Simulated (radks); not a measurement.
Mo40+, configuration [He].

All-electron calculation, non-relativistic Kohn-Sham, LB94 model potential, spin-polarised, spherical densities, point nucleus; relativity is left out, which matters for an element this heavy. Program: a radial shooting solver on a logarithmic mesh with Libxc functionals.

Energy parts (eV):
part                  energy
kinetic            47217.346
electron-nucleus  -95214.514
Hartree             1415.194
(The LB94 potential has no energy functional, so no total or exchange-correlation energy is given.)

Orbitals (lengths in bohr, moments of r in powers of bohr; <r^-3> diverges for s and p1/2; r(max) is where P^2 peaks):
| orbital | occ. | eigenvalue (eV) | <r^2> | r(max) | <r^-3> | <r> |
|---|---|---|---|---|---|---|
| 1s | 2 | -23195.26 | 0.001737 | 0.02397 | - | 0.03607 |

The highest occupied level is 1s at -23195 eV. For comparison, the ionisation energy in NIST's Atomic Spectra Database is 23810.7 eV (theoretical). In exact Kohn-Sham theory the highest level is minus the ionisation energy, but local and semilocal functionals leave it too shallow, through self-interaction and a potential that decays too fast; potentials with the right tail come closer. The density falls to 0.001 e/bohr^3 at r = 0.21 bohr.
